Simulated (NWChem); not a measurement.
System: SnSiNH5, singlet; SMILES [NH2][Sn][SiH3]

```xyz
8

Sn    -0.3402     0.5760     0.0000
N      1.6648     0.8868     0.0000
H      2.0804     1.8136     0.0000
H      2.3795     0.1649     0.0000
Si     0.0401    -2.0768     0.0000
H     -0.5799    -2.7310     1.2014
H      1.4970    -2.4490     0.0000
H     -0.5799    -2.7310    -1.2014
```
Atoms are numbered in this order, from 1.

All runs: NWChem. Low-valent species are run as closed-shell singlets; no triplet was tried in these runs. Coordinates come from a PBE0/def2-SVP optimisation. Not confirmed as a minimum by frequencies. def2 effective core potentials on Sn; no spin-orbit coupling. Ions are spin-unrestricted doublets at the neutral geometry; other ion states weren't tried.

Question: Estimate the computed values for B3LYP/def2-SVP. Quantities: vertical ionisation energy, ΔSCF (eV); −ε(HOMO) (eV).

Answer: 
| Quantity | Value |
|---|---|
| vertical ionisation energy, ΔSCF (eV) | 8.05 |
| −ε(HOMO) (eV) | 5.88 |
